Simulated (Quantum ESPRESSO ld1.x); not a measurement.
The run below uses ld1.x (Quantum ESPRESSO 7.5).

```
 &input
    zed=56.0,
    iswitch=1,
    rel=1,
    dft='PZ',
    config='[Kr] 4d10 5s2 5p5',
    verbosity='high',
    prefix='ld1',
    max_out_wfc=37,
    file_charge='ld1.rho',
 /
```

Command: `OMP_NUM_THREADS=1 ld1.x < ld1.in > ld1.out`

It prints:

```
     Program LD1 v.7.5 starts

     --------------------------- All-electron run ----------------------------

     scalar relativistic calculation

     atomic number is 56.00
     dft =PZ   lsd =0 sic =0 latt =0  beta=0.20 tr2=1.0E-14
     Exchange-correlation= PZ
                           (   1   1   0   0   0   0   0)
     mesh =2079 r(mesh) =  99.34993 a.u. xmin = -8.00 dx = 0.00800
     1 Ry =  13.60569312 eV, c = 137.03599908

     n l     nl                  e(Ry)          e(Ha)          e(eV)
     1 0     1S 1( 2.00)   -2737.617676896   -1368.808838448 -37247.1859999
     2 0     2S 1( 2.00)    -434.402081361    -217.201040681  -5910.3414110
     2 1     2P 1( 6.00)    -389.935056537    -194.967528269  -5305.3367171
     3 0     3S 1( 2.00)     -93.169109171     -46.584554585  -1267.6303079
     3 1     3P 1( 6.00)     -78.911860047     -39.455930023  -1073.6505516
     4 0     4S 1( 2.00)     -19.775838647      -9.887919324   -269.0639919
     4 1     4P 1( 6.00)     -15.169597347      -7.584798674   -206.3928863
     3 2     3D 1(10.00)     -58.148556476     -29.074278238   -791.1514150
     4 2     4D 1(10.00)      -8.477653951      -4.238826976   -115.3443581
     5 0     5S 1( 2.00)      -4.269315772      -2.134657886    -58.0870002
     5 1     5P 1( 5.00)      -3.112439451      -1.556219726    -42.3468960

     final scf error:  5.2E-15 reached in  23 iterations

     Etot =  -16254.776557 Ry,   -8127.388279 Ha, -221157.501621 eV

     Ekin =   17156.254948 Ry,    8578.127474 Ha,  233422.739961 eV
     Encl =  -39244.980581 Ry,  -19622.490291 Ha, -533955.162404 eV
     Eh   =    6214.784121 Ry,    3107.392061 Ha,   84556.445578 eV
     Exc  =    -380.835045 Ry,    -190.417523 Ha,   -5181.524756 eV

     normalization and overlap integrals

     s(1S/1S) =  1.000000  <r> =   0.0256  <r2> =    0.0009  r(max) =   0.0165
     s(1S/2S) = -0.016965
     s(1S/3S) = -0.007223
     s(1S/4S) = -0.003404
     s(1S/5S) = -0.001432
     s(2S/2S) =  1.000000  <r> =   0.1098  <r2> =    0.0142  r(max) =   0.0928
     s(2S/3S) = -0.004478
     s(2S/4S) = -0.002026
     s(2S/5S) = -0.000846
     s(2P/2P) =  1.000000  <r> =   0.0962  <r2> =    0.0113  r(max) =   0.0748
     s(2P/3P) = -0.003643
     s(2P/4P) = -0.001555
     s(2P/5P) = -0.000598
     s(3S/3S) =  1.000000  <r> =   0.2924  <r2> =    0.0977  r(max) =   0.2668
     s(3S/4S) = -0.001389
     s(3S/5S) = -0.000563
     s(3P/3P) =  1.000000  <r> =   0.2902  <r2> =    0.0977  r(max) =   0.2604
     s(3P/4P) = -0.001185
     s(3P/5P) = -0.000443
     s(4S/4S) =  1.000000  <r> =   0.6740  <r2> =    0.5127  r(max) =   0.6229
     s(4S/5S) = -0.000370
     s(4P/4P) =  1.000000  <r> =   0.7155  <r2> =    0.5824  r(max) =   0.6535
     s(4P/5P) = -0.000293
     s(3D/3D) =  1.000000  <r> =   0.2667  <r2> =    0.0840  r(max) =   0.2149
     s(3D/4D) = -0.000834
     s(4D/4D) =  1.000000  <r> =   0.7993  <r2> =    0.7421  r(max) =   0.6967
     s(5S/5S) =  1.000000  <r> =   1.5996  <r2> =    2.8671  r(max) =   1.4545
     s(5P/5P) =  1.000000  <r> =   1.8298  <r2> =    3.7674  r(max) =   1.6399

     ------------------------ End of All-electron run ------------------------
```

Run on one thread of a shared host, so times are rough (Intel(R) Xeon(R) Processor @ 2.60GHz): 0.59 s of CPU time, 1.6 s wall, 23 iterations on 2079 mesh points.
